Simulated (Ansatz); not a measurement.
Sn9AsH16⁺, a doped cluster cut from the lattice of tin (As on a surface site). Total charge 1; triplet. Geometry r2SCAN-D4/def2-SVP, that of the charge +1 singlet.

```xyz
26

Sn   -0.0627   -2.0716    1.8964
Sn   -1.0711    2.3030    1.1973
Sn   -1.6760   -0.7249   -2.1320
As    2.3127    0.4007   -0.7873
Sn   -1.6242   -2.8453   -0.2992
Sn   -2.6589    1.6527   -1.0193
Sn   -1.0021    0.2675    3.1232
Sn    2.5384   -1.5820    0.9723
Sn    1.5500    2.7123    0.2872
Sn    0.9537   -0.2492   -2.9807
H     0.1331   -3.3531    3.0248
H    -1.5129    3.8167    1.8812
H    -2.5057   -1.1495   -3.5759
H     3.7250    0.6498   -1.2709
H    -3.2231   -3.1296    0.2452
H    -0.9831   -4.2555   -1.0295
H    -4.2600    1.3786   -0.4765
H    -2.6270    2.9172   -2.1739
H    -2.6000   -0.0144    3.6720
H     0.0095    0.7110    4.4319
H     3.6642   -0.9162    2.0783
H     3.2815   -2.7909    0.0130
H     2.7696    2.9504    1.4661
H     1.7741    3.7793   -1.0339
H     1.8613   -1.5854   -3.5503
H     1.2338    1.1285   -3.9595
```

In the def2 sets Sn takes a core potential; there is no spin–orbit coupling. Single mean-field runs in def2-TZVP are fitted with def2-universal-jkfit. At PBE-D4/def2-TZVP the gap within one spin of the charge 1 triplet nearly closes, so an electron or hole may be smeared out by delocalisation error. At PBE0-D4/def2-TZVP a singlet of charge 1 lies 4.24 eV below the triplet at the same geometry.

Question: Estimate the α-spin orbital energies around the gap (eV) in Ansatz with PBE-D4/def2-TZVP, PBE0-D4/def2-TZVP.

Answer: 
```
orbital  PBE-D4/def2-TZVP  PBE0-D4/def2-TZVP
 HOMO−5             -9.87             -10.82
 HOMO−4             -9.81             -10.73
 HOMO−3             -9.79             -10.67
 HOMO−2             -9.78             -10.62
 HOMO−1             -9.73             -10.37
   HOMO             -5.69              -6.02
   LUMO             -5.65              -5.00
 LUMO+1             -5.48              -4.74
 LUMO+2             -5.48              -4.68
 LUMO+3             -5.23              -4.53
 LUMO+4             -4.95              -4.31
 LUMO+5             -4.95              -4.30
 β HOMO             -9.54             -10.24
 β LUMO             -9.42              -8.81
```
